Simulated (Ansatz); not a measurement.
TiO3H2, relaxed as a singlet with RKS PBE0-D4/def2-SVP in Ansatz, starting from the GFN2-xTB geometry. Force threshold 0.02 eV/Å.

The structure holds one bond between oxygen atoms, so isomers without such links may lie far lower. The structure comes from a short search, and lower isomers may exist.

Start:

```
atom   x (Å)   y (Å)   z (Å)
 Ti1  -0.003   0.323   0.125
  O2   1.598   0.699  -0.356
  O3   0.610   1.030  -1.311
  O4  -0.654  -1.237   0.230
  H5  -0.904  -2.159   0.148
  H6  -0.647   1.344   1.165
```

Question: Estimate the energy that the relaxation releases and the steps that it takes.

Answer: 0.36 eV, in 9 steps; 10 s on 4 threads of Arm Neoverse V2 on a shared host. No frequencies were taken in this run, so the end may be a saddle point.

Question: Does the start keep its bonding?

Answer: By distances, no bond broke or formed. The bond that changes most is Ti1–H6, from 1.59 to 1.71 Å (atoms count from 1).

Question: Predict the relaxed structure.

Answer: 
```xyz
6

Ti   -0.050    0.349    0.180
O     1.613    0.601   -0.388
O     0.608    0.952   -1.355
O    -0.765   -1.264    0.337
H    -0.724   -2.150   -0.033
H    -0.682    1.512    1.259
```
Bond lengths: 3 × O–Ti 1.77 to 1.78 Å; 1 × O–O 1.44 Å; 1 × H–O 0.96 Å; 1 × H–Ti 1.71 Å.
